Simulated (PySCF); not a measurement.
H7BO2Si2, SMILES OB(O)[SiH2][SiH3], GFN2-xTB optimised geometry. Atoms within 1.6 Å of the plane z = 0.0 Å (x, y, z in Å): O1 (2.24, -1.68, -0.93), B2 (1.42, -1.10, 0.00), O3 (2.03, -0.44, 1.00), Si4 (-0.55, -1.10, 0.00), Si5 (-1.54, 0.99, 0.00), H7 (2.99, -0.45, 0.98), H8 (-1.11, -1.88, 1.13), H9 (-1.07, -1.86, -1.17), H10 (-1.35, 1.71, -1.27), H11 (-2.99, 0.94, 0.21), H12 (-1.01, 1.88, 1.04).

Level of theory: PBE0/def2-TZVP (PySCF 2.14.0). Cells within 0.4 Å of a nucleus heavier than hydrogen are left out (blank, or x).

Map of the Laplacian of the electron density (e/bohr⁵), clipped to [-1.50, 1.50] on the plane z = 0.0 Å:

```
|4444444444444444444444444444444|
|4444444444444444444444444444444|
|4444444444444444444444444444444|
|4444444444444444444444444444444|
|4444444444444444444444444444444|
|4444444444444444444444444444444|
|4444444444444444444444444444444|
|4444444444444444444444444444444|
|4444444444444444444444444444444|
|4444444444444444444444444444444|
|4444444445764444444444444444444|
|4444444449x99444444444444444444|
|4444440249xx9444444444444444444|
|4444443349xx9444444444444444444|
|4444444444764444444444444444444|
|4444444444433444444444444444444|
|4444444444443444444445544444444|
|4444444444449996444965544444444|
|4444444444459xx9338xx5554444444|
|4444444444459xx9335xx5554444444|
|4444444444446995444545554444444|
|4444444444444444444445544444444|
|4444444444444444444444444444444|
|4444444444444444444444444444444|
|4444444444444444444444444444444|
|4444444444444444444444444444444|
|4444444444444444444444444444444|
|4444444444444444444444444444444|
|4444444444444444444444444444444|
|4444444444444444444444444444444|
|4444444444444444444444444444444|
```
Scale: ten equal steps from -1.23 (start of '0') to 1.50 (end of '9'), in the order '0123456789'; x runs from -5.00 to 5.00, y from -5.00 (bottom) to 5.00 (top).
